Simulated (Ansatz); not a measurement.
Species: MoCl2, net charge 0, quintet state. The spin state was set by rule; other spins were not relaxed. SMILES: [Cl][Mo][Cl]
Geometry: optimised at B3LYP-D3(BJ)/def2-TZVP (Ansatz, a program for electronic structure).

Parts of the frozen-core correlation energy in def2-TZVPPD (Ansatz, hartree). Frozen orbitals: 14; correlated occupied orbitals by spin: 12 and 8; virtual: 132 and 136. Open shells are spin-unrestricted. Spin-orbit coupling is left out. In def2 rows, elements after Kr have scalar-relativistic effective core potentials.

```csv
term,value
reference (HF),-986.70497
MP2 opposite-spin,___
MP2 same-spin,___
CCSD correlation,-0.53023
(T),___
T1 diagnostic,0.023
largest doubles amplitude,0.017
<S^2> of the reference,6.027
```

**Question.** Fill in the missing entries.

**Answer.** 
- MP2 opposite-spin, value: -0.33327
- MP2 same-spin, value: -0.16164
- (T), value: -0.02567
